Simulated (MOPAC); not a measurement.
MOPAC input (MNDO):

```
MNDO PRECISE GNORM=0.05 LET XYZ CHARGE=1 GEO-OK AUX(PRECISION=9) THREADS=1
ClSi

Si   -0.00000000 1   -0.00000000 1   -1.07781535 1
Cl    0.00000000 1    0.00000000 1    0.88761264 1
```

What heat of formation does the run end on?

181.65 kcal/mol.
